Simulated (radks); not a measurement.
Results of a calculation; reference values are marked as such.
Problem. Coherent X-ray form factor from a spherical all-electron density. Code: a radial shooting solver on a logarithmic mesh with Libxc functionals. Model: Dirac Kohn-Sham, BLYP, spin-unpolarised, spherical densities, point nucleus.

| sin(theta)/lambda (1/angstrom) | f0 (electrons) |
|---|---|
| 0.05 | 36.921 |
| 0.1 | 36.685 |
| 0.15 | 36.299 |
| 0.2 | 35.772 |
| 0.25 | 35.115 |
| 0.3 | 34.345 |
| 0.4 | 32.529 |
| 0.5 | 30.469 |
| 0.6 | 28.308 |
| 0.8 | 24.145 |
| 1 | 20.637 |
| 1.25 | 17.300 |
| 1.5 | 14.778 |
| 2 | 10.854 |

The species is in the configuration that NIST lists as its ground one. Which atom or ion scatters so?

Solution. The samarium ion Sm25+, [Kr] 4d1. Extrapolating in s^2 from the first two rows gives f0(0) = 37.0, near the electron count 37; among species with that count, the fall with angle is slower the higher Z, and the table is that of Z = 62; from so few rows the species is fixed only to a neighbour or two.
